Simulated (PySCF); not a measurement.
C3H7BN2, SMILES B1(NCC=C1)N. Coordinates come from a PBE-D3(BJ)/def2-SVP optimisation. The structure was generated by enumeration, and PubChem lists no compound with its InChIKey, so it may never have been made. Other conformers were not sampled.

These are PBE-D3(BJ)/def2-SVP (PySCF) values and carry that method's errors.

Harmonic wavenumbers (cm⁻¹): 166, 262, 307, 331, 402, 487, 563, 579, 698, 753, 803, 834, 923, 947, 959, 1031, 1078, 1137, 1188, 1237, 1307, 1327, 1402, 1467, 1553, 1593, 2895, 2916, 3100, 3127, 3546, 3584, 3647. Rotational constants (GHz): 7.450, 3.200, 2.271; symmetry number 1.

**Question.** Work out the zero-point energy and the ideal-gas rigid-rotor harmonic-oscillator thermochemistry at 298.15 K and 1 atm.

**Answer.** ZPE = ½ Σ hcν = ½ × 46148 cm⁻¹ = 65.97 kcal/mol. H − E(el) = 70.49 kcal/mol. Entropy in cal/(mol K): translation 39.12, rotation 26.19, vibration 11.10, total 76.41. G − E(el) = 47.71 kcal/mol. Cp = 25.80 cal/(mol K).
